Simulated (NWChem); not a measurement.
System: CH₆GeOSi; SMILES [CH](=O)[GeH2][SiH3]

Output (shortened):

```
             Northwest Computational Chemistry Package (NWChem) 7.3.0
             --------------------------------------------------------

 C1  symmetry detected

                             Geometry "geometry" -> ""
                             -------------------------

 Output coordinates in angstroms (scale by  1.889725989 to convert to a.u.)

  No.       Tag          Charge          X              Y              Z
 ---- ---------------- ---------- -------------- -------------- --------------
    1 O                    8.0000     0.94139103    -2.42420181    -0.31047376
    2 C                    6.0000     0.35374605    -1.72462928     0.46932950
    3 Ge                  32.0000    -0.60530781    -0.05362247    -0.04551417
    4 Si                  14.0000     0.68074125     1.91658623     0.00240427
    5 H                    1.0000     0.35500979    -1.99072771     1.54954210
    6 H                    1.0000    -1.80394058    -0.02257707     0.88001036
    7 H                    1.0000    -1.21736266    -0.35654627    -1.38808535
    8 H                    1.0000     0.38820552     2.73372702    -1.17434305
    9 H                    1.0000     2.10403925     1.57950334     0.01618663
   10 H                    1.0000     0.35991657     2.68172271     1.20729615

 Effective nuclear repulsion energy (a.u.)     329.2747481768

                                Z-matrix (autoz)
                                --------

 Units are Angstrom for bonds and degrees for angles

      Type          Name      I     J     K     L     M      Value
      ----------- --------  ----- ----- ----- ----- ----- ----------
    1 Stretch                  1     2                       1.20118
    2 Stretch                  2     3                       1.99427
    3 Stretch                  2     5                       1.11251
    4 Stretch                  3     4                       2.35328
    5 Stretch                  3     6                       1.51469
    6 Stretch                  3     7                       1.50628
    7 Stretch                  4     8                       1.46220
    8 Stretch                  4     9                       1.46273
    9 Stretch                  4    10                       1.46292
   10 Bend                     1     2     3               123.75710
   11 Bend                     1     2     5               119.37313
   12 Bend                     2     3     4               115.68610
   13 Bend                     2     3     6               103.88581
   14 Bend                     2     3     7               104.89236
   15 Bend                     3     2     5               116.84837
   16 Bend                     3     4     8               110.00803
   17 Bend                     3     4     9               109.81689
   18 Bend                     3     4    10               109.56067
   19 Bend                     4     3     6               113.75700
   20 Bend                     4     3     7               114.11562
   21 Bend                     6     3     7               103.13207
   22 Bend                     8     4     9               109.33180
   23 Bend                     8     4    10               109.06689
   24 Bend                     9     4    10               109.03589
   25 Torsion                  1     2     3     4         -89.43499
   26 Torsion                  1     2     3     6         145.15721
   27 Torsion                  1     2     3     7          37.22370
   28 Torsion                  2     3     4     8         137.46094
   29 Torsion                  2     3     4     9          17.08355
   30 Torsion                  2     3     4    10        -102.64973
   31 Torsion                  4     3     2     5          88.86728
   32 Torsion                  5     2     3     6         -36.54052
   33 Torsion                  5     2     3     7        -144.47404
   34 Torsion                  6     3     4     8        -102.36294
   35 Torsion                  6     3     4     9         137.25967
   36 Torsion                  6     3     4    10          17.52640
   37 Torsion                  7     3     4     8          15.60666
   38 Torsion                  7     3     4     9        -104.77073
   39 Torsion                  7     3     4    10         135.49600

                           NWChem Geometry Optimization
                           ----------------------------

 maximum gradient threshold         (gmax) =   0.000450
 rms gradient threshold             (grms) =   0.000300
 maximum cartesian step threshold   (xmax) =   0.001800
 rms cartesian step threshold       (xrms) =   0.001200
 fixed trust radius                (trust) =   0.300000
 source of zmatrix                         =   autoz

          -------------------
          Energy Minimization
          -------------------

 Using diagonal initial Hessian
 Scaling for Hessian diagonals: bonds = 1.00  angles = 0.25  torsions = 0.10

          --------
          Step   0

                                 NWChem DFT Module
                                 -----------------

 Summary of "ao basis" -> "ao basis" (spherical)
 ------------------------------------------------------------------------------
       Tag                 Description            Shells   Functions and Types
 ---------------- ------------------------------  ------  ---------------------
 O                          def2-svp                 6       14   3s2p1d
 C                          def2-svp                 6       14   3s2p1d
 Ge                         def2-svp                12       32   5s4p3d
 Si                         def2-svp                 8       18   4s3p1d
 H                          def2-svp                 3        5   2s1p

            General Information
            -------------------
          SCF calculation type: DFT
          Wavefunction type:  closed shell.
          No. of atoms     :    10
          No. of electrons :    66
           Alpha electrons :    33
            Beta electrons :    33
          Charge           :     0
          Spin multiplicity:     1
          Use of symmetry is: off; symmetry adaption is: off
          Maximum number of iterations: 150
          AO basis - number of functions:   108
                     number of shells:    50
          Convergence on energy requested:  1.00D-06
          Convergence on density requested:  1.00D-05
          Convergence on gradient requested:  5.00D-04

              XC Information
              --------------
                         PBE0 Method XC Functional
                     Hartree-Fock (Exact) Exchange  0.250
          PerdewBurkeErnzerhof Exchange Functional  0.750
            Perdew 1991 LDA Correlation Functional  1.000 local
           PerdewBurkeErnz. Correlation Functional  1.000 non-local

             Grid Information
             ----------------
          Grid used for XC integration:  medium
          Radial quadrature: Mura-Knowles
          Angular quadrature: Lebedev.
          Tag              B.-S. Rad. Rad. Pts. Rad. Cut. Ang. Pts.
          ---              ---------- --------- --------- ---------
          O                   0.60       49          13.0       434
          C                   0.70       49          12.0       434
          Ge                  1.25      112          10.0       590
          Si                  1.10       88          11.0       590
          H                   0.35       45          13.0       434
          Grid pruning is: on
          Number of quadrature shells:   568
          Spatial weights used:  Erf1

      Superposition of Atomic Density Guess
      -------------------------------------

 Sum of atomic energies:       -2479.09367315

      Non-variational initial energy
      ------------------------------

 Total energy =   -2480.619535
 1-e energy   =   -4107.740922
 2-e energy   =    1297.846638
 HOMO         =      -0.264122
 LUMO         =      -0.049420

[...]

      ----------------------
      Optimization converged
      ----------------------

  Step       Energy      Delta E   Gmax     Grms     Xrms     Xmax
  ---- ---------------- -------- -------- -------- -------- --------
@   16   -2482.44255387  2.6D-07  0.00002  0.00001  0.00049  0.00115
                                     ok       ok       ok       ok

                                Z-matrix (autoz)
                                --------

 Units are Angstrom for bonds and degrees for angles

      Type          Name      I     J     K     L     M      Value     Gradient
      ----------- --------  ----- ----- ----- ----- ----- ---------- ----------
    1 Stretch                  1     2                       1.20010    0.00001
    2 Stretch                  2     3                       2.00703   -0.00001
    3 Stretch                  2     5                       1.12607   -0.00002
    4 Stretch                  3     4                       2.38685    0.00001
    5 Stretch                  3     6                       1.54360    0.00002
    6 Stretch                  3     7                       1.53785    0.00002
    7 Stretch                  4     8                       1.49415   -0.00001
    8 Stretch                  4     9                       1.49300   -0.00002
    9 Stretch                  4    10                       1.49454   -0.00001
   10 Bend                     1     2     3               121.96929   -0.00000
   11 Bend                     1     2     5               120.63099    0.00000
   12 Bend                     2     3     4               108.92506    0.00000
   13 Bend                     2     3     6               108.94229   -0.00000
   14 Bend                     2     3     7               107.78753    0.00000
   15 Bend                     3     2     5               117.38816    0.00000
   16 Bend                     3     4     8               110.23358   -0.00000
   17 Bend                     3     4     9               109.48275   -0.00000
   18 Bend                     3     4    10               109.56612    0.00000
   19 Bend                     4     3     6               110.30658    0.00000
   20 Bend                     4     3     7               110.89278   -0.00000
   21 Bend                     6     3     7               109.92268   -0.00000
   22 Bend                     8     4     9               109.40911    0.00000
   23 Bend                     8     4    10               108.99700   -0.00000
   24 Bend                     9     4    10               109.13258    0.00000
   25 Torsion                  1     2     3     4         -85.69477   -0.00000
   26 Torsion                  1     2     3     6         153.93719   -0.00000
   27 Torsion                  1     2     3     7          34.69808   -0.00000
   28 Torsion                  2     3     4     8         179.97100   -0.00000
   29 Torsion                  2     3     4     9          59.56806   -0.00000
   30 Torsion                  2     3     4    10         -60.08237   -0.00000
   31 Torsion                  4     3     2     5          93.07538    0.00000
   32 Torsion                  5     2     3     6         -27.29265    0.00000
   33 Torsion                  5     2     3     7        -146.53176    0.00000
   34 Torsion                  6     3     4     8         -60.50540   -0.00000
   35 Torsion                  6     3     4     9         179.09166   -0.00000
   36 Torsion                  6     3     4    10          59.44123   -0.00000
   37 Torsion                  7     3     4     8          61.51058   -0.00000
   38 Torsion                  7     3     4     9         -58.89237   -0.00000
   39 Torsion                  7     3     4    10        -178.54280   -0.00000

                         Geometry "geometry" -> "geometry"
                         ---------------------------------

 Output coordinates in angstroms (scale by  1.889725989 to convert to a.u.)

[...]

 Rotational Constants
 --------------------
 A=   0.184672 cm-1  (  0.265696 K)
 B=   0.067857 cm-1  (  0.097629 K)
 C=   0.053750 cm-1  (  0.077332 K)

 Temperature                      =   298.15K
 frequency scaling parameter      =   1.0000

 Zero-Point correction to Energy  =   36.687 kcal/mol  (  0.058465 au)
 Thermal correction to Energy     =   41.405 kcal/mol  (  0.065983 au)
 Thermal correction to Enthalpy   =   41.997 kcal/mol  (  0.066926 au)

 Total Entropy                    =   87.489 cal/mol-K
   - Translational                =   40.615 cal/mol-K (mol. weight = 135.9407)
   - Rotational                   =   27.261 cal/mol-K (symmetry #  =        1)
   - Vibrational                  =   19.612 cal/mol-K

 Cv (constant volume heat capacity) =   24.767 cal/mol-K
   - Translational                  =    2.979 cal/mol-K
   - Rotational                     =    2.979 cal/mol-K
   - Vibrational                    =   18.808 cal/mol-K

[normal modes left out]

 ----------------------------------------------------------------------------
 Normal Eigenvalue ||           Projected Infra Red Intensities
  Mode   [cm**-1]  || [atomic units] [(debye/angs)**2] [(KM/mol)] [arbitrary]
 ------ ---------- || -------------- ----------------- ---------- -----------
    1       -0.000 ||    0.000355           0.008         0.346       0.073
    2        0.000 ||    0.000020           0.000         0.019       0.004
    3        0.000 ||    0.000119           0.003         0.116       0.024
    4        0.000 ||    0.000373           0.009         0.363       0.076
    5        0.000 ||    0.000937           0.022         0.914       0.192
    6        0.000 ||    0.000184           0.004         0.179       0.038
    7       37.974 ||    0.005775           0.133         5.630       1.184
    8       81.590 ||    0.000463           0.011         0.451       0.095
    9      114.064 ||    0.001095           0.025         1.067       0.224
   10      266.983 ||    0.012034           0.278        11.732       2.467
   11      347.004 ||    0.007580           0.175         7.389       1.554
   12      357.750 ||    0.007631           0.176         7.439       1.564
   13      467.818 ||    0.002015           0.046         1.965       0.413
   14      487.085 ||    0.013029           0.301        12.701       2.671
   15      599.530 ||    0.008209           0.189         8.003       1.683
   16      658.224 ||    0.100672           2.323        98.140      20.635
   17      719.026 ||    0.020888           0.482        20.363       4.281
   18      833.525 ||    0.256673           5.922       250.217      52.611
   19      873.494 ||    0.100304           2.314        97.781      20.560
   20      890.181 ||    0.009214           0.213         8.983       1.889
   21      933.602 ||    0.038636           0.891        37.665       7.919
   22      935.069 ||    0.046735           1.078        45.560       9.580
   23     1374.764 ||    0.041231           0.951        40.194       8.451
   24     1837.579 ||    0.220662           5.091       215.113      45.230
   25     2133.259 ||    0.094804           2.187        92.420      19.432
   26     2162.910 ||    0.078186           1.804        76.219      16.026
   27     2227.921 ||    0.062905           1.451        61.323      12.894
   28     2239.708 ||    0.087956           2.029        85.744      18.029
   29     2246.830 ||    0.079973           1.845        77.962      16.392
   30     2849.412 ||    0.164942           3.805       160.793      33.809
 ----------------------------------------------------------------------------
```

Level: PBE0/def2-SVP. 

### Question
Reconstruct the input file.

### Answer
One answer among several that fit: the input that was run:
```
start job
memory heap 200 mb stack 700 mb global 900 mb
geometry units angstroms
  O      2.350985     0.577308    -0.945271
  C      1.741855     0.441540     0.081057
  Ge     0.001954    -0.523437     0.217717
  Si    -1.922187     0.791859    -0.107273
  H      2.139232     0.895776     1.015632
  H      0.062358    -1.191243     1.575902
  H      0.125017    -1.680780    -0.738465
  H     -2.883804     0.073829    -0.942591
  H     -1.558687     2.049727    -0.759368
  H     -2.538767     1.085828     1.186380
end
basis spherical
  * library def2-svp
end
dft
  xc pbe0
  iterations 150
end
driver
  maxiter 120
end
task dft optimize
task dft freq
```
